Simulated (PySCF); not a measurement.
**F (fluorine, neutral): PBE0 calculation**

Configuration: [He] 2s2 2p5, 2P determinant. Calculation: PySCF 2.14, in aug-cc-pVTZ (5s4p3d2f, 46 functions); the non-relativistic Hamiltonian (point nucleus).

| Item | Value |
| --- | --- |
| Total energy | -99.6718 hartree |
| One-electron energy | -139.1359 hartree |
| Hartree (Coulomb) energy | 49.7373 hartree |
| Exchange-correlation energy | -10.2732 hartree |
| Kinetic energy | 99.23853 hartree |
| ⟨S²⟩ | 0.7519 |
| ⟨L²⟩ | 2.009 |
| Sum of ⟨r⟩ | 7.849 bohr |
| Sum of ⟨r²⟩ | 10.56 bohr² |
| Traceless quadrupole moment −½Σ⟨3z² − r²⟩ along its main axis | 0.688 e·bohr² |
| Density at the nucleus (Gaussians lack the cusp) | 431 bohr⁻³ |
| Spin density at the nucleus | -0.00731 bohr⁻³ |
| Langevin diamagnetic susceptibility | -8.37 ×10⁻⁶ cm³/mol |

```json
{"shell": "1s α", "electrons": "1", "mean orbital energy (hartree)": "-24.87895", "spread (hartree)": "0", "rms radius, mean of both spins (bohr)": "0.205"}
{"shell": "1s β", "electrons": "1", "mean orbital energy (hartree)": "-24.84605", "spread (hartree)": "0", "rms radius, mean of both spins (bohr)": "0.205"}
{"shell": "2s α", "electrons": "1", "mean orbital energy (hartree)": "-1.27032", "spread (hartree)": "0", "rms radius, mean of both spins (bohr)": "1.11"}
{"shell": "2s β", "electrons": "1", "mean orbital energy (hartree)": "-1.16920", "spread (hartree)": "0", "rms radius, mean of both spins (bohr)": "1.11"}
{"shell": "2p α", "electrons": "3", "mean orbital energy (hartree)": "-0.52581", "spread (hartree)": "0.09494", "rms radius, mean of both spins (bohr)": "1.27"}
{"shell": "2p β", "electrons": "2", "mean orbital energy (hartree)": "-0.46209", "spread (hartree)": "0", "rms radius, mean of both spins (bohr)": "1.27"}
```
